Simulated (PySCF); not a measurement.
# How methods differ on the ionisation energy of Ir⁵⁶⁺

Ir⁵⁶⁺ [Ar] 3d3 [3d3/2^3, M_J = 3/2] → Ir⁵⁷⁺ [Ar] 3d2 [3d3/2^2, M_J = 2], as a difference of total energies. Calculation: PySCF 2.14, in an even-tempered Gaussian basis (15 s from 16 bohr⁻², ratio 2.8; 12 p from 21 bohr⁻², ratio 2.8; 8 d from 21 bohr⁻², ratio 2.8; 3 f from 68 bohr⁻², ratio 3); the two-component X2C-1e Hamiltonian. Correlated levels: [Ne] frozen; the 72 highest virtual spinors dropped. "Screened" scales the spin-orbit matrix elements by Boettger's factors to mimic the two-electron term; Breit and QED terms are absent.

```tsv
method	ionisation energy (eV)
GHF (spin-free)	5571.6
GMP2 (spin-free)	5571.3
GHF (screened spin-orbit)	5611.5
GMP2 (screened spin-orbit)	5612.2
```

Breit and QED terms and the two-electron picture change are absent.

The spin-free rows relax to the high-spin LS determinant and lack the spin-orbit shift.

The labels give the starting determinants; with spin-orbit coupling the two ends relaxed to ⟨J²⟩ = 3.76, ⟨L²⟩ = 7.60, ⟨S²⟩ = 2.08 and ⟨J²⟩ = 6.01, ⟨L²⟩ = 10.11, ⟨S²⟩ = 1.54.

For comparison: 5609 ± 5 eV (theoretical estimate listed by NIST; NIST Atomic Spectra Database, ionization energies).
